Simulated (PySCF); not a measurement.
## `C[C@@]1(S)C[C@@H]2[C@@H](F)[C@H]12`, C$_{6}$H$_{9}$FS

Molfile (atoms numbered from 1):
```
C6H9FS
     RDKit          3D

 17 18  0  0  0  0  0  0  0  0999 V2000
    1.7268   -0.5629    0.7311 C   0  0  0  0  0  0  0  0  0  0  0  0
    0.5952   -0.1230   -0.1755 C   0  0  1  0  0  0  0  0  0  0  0  0
    1.2777    0.5204   -1.7651 S   0  0  0  0  0  0  0  0  0  0  0  0
   -0.5075   -1.1858   -0.3951 C   0  0  0  0  0  0  0  0  0  0  0  0
   -1.4952   -0.2784    0.3254 C   0  0  2  0  0  0  0  0  0  0  0  0
   -1.5857    1.0121   -0.4206 C   0  0  1  0  0  0  0  0  0  0  0  0
   -2.5225    1.9002    0.0088 F   0  0  0  0  0  0  0  0  0  0  0  0
   -0.4265    0.7837    0.4990 C   0  0  2  0  0  0  0  0  0  0  0  0
    1.3252   -0.9797    1.6528 H   0  0  0  0  0  0  0  0  0  0  0  0
    2.3314   -1.3189    0.2350 H   0  0  0  0  0  0  0  0  0  0  0  0
    2.3648    0.2827    0.9834 H   0  0  0  0  0  0  0  0  0  0  0  0
    1.9051    1.5602   -1.2233 H   0  0  0  0  0  0  0  0  0  0  0  0
   -0.3017   -2.1192    0.1230 H   0  0  0  0  0  0  0  0  0  0  0  0
   -0.7490   -1.3968   -1.4364 H   0  0  0  0  0  0  0  0  0  0  0  0
   -2.2576   -0.5971    1.0148 H   0  0  0  0  0  0  0  0  0  0  0  0
   -1.4658    1.0750   -1.4963 H   0  0  0  0  0  0  0  0  0  0  0  0
   -0.2217    1.4394    1.3291 H   0  0  0  0  0  0  0  0  0  0  0  0
  1  2  1  0
  2  3  1  6
  2  4  1  0
  4  5  1  0
  5  6  1  0
  6  7  1  0
  6  8  1  0
  8  2  1  0
  8  5  1  0
  1  9  1  0
  1 10  1  0
  1 11  1  0
  3 12  1  0
  4 13  1  0
  4 14  1  0
  5 15  1  1
  6 16  1  6
  8 17  1  1
M  END
```

Computed, not measured: PySCF, TDDFT CAM-B3LYP/def2-SVPD circular dichroism and optical rotation, one conformer, gas phase. Geometry: GFN2-xTB.

The molecule is flexible and this is one conformer; a measurement averages over conformers.

(1) Draw the ECD and absorption spectra from the lowest 8 states, each a Gaussian of half-width 0.25 eV at 1/e height.

Results:

(1) 
```tsv
E (eV)	λ (nm)	Δε (L mol⁻¹ cm⁻¹)	ε (L mol⁻¹ cm⁻¹)
5.02	247	+0.05	2.44
5.12	242	+0.20	10.3
5.22	238	+0.63	31.6
5.32	233	+1.40	70.4
5.42	229	+2.26	114
5.52	225	+2.65	134
5.62	221	+2.25	121
5.72	217	+1.36	113
5.82	213	+0.46	212
5.92	210	-0.32	569
6.02	206	-1.14	1260
6.12	203	-1.92	2050
6.22	199	-2.29	2420
6.32	196	-1.97	2080
6.42	193	-1.23	1300
6.52	190	-0.56	590
6.62	187	-0.18	195
6.72	185	-0.02	50.8
6.82	182	+0.15	32.4
6.92	179	+0.65	101
7.02	177	+2.04	304
7.12	174	+4.78	696
7.22	172	+8.48	1220
7.32	169	+11.21	1690
7.42	167	+10.24	1970
7.52	165	+3.77	2240
7.62	163	-7.34	2880
7.72	161	-18.85	3930
```
Δε uses R in velocity form, ε uses f in length form. Only the states computed contribute, so the short-wavelength end is incomplete.
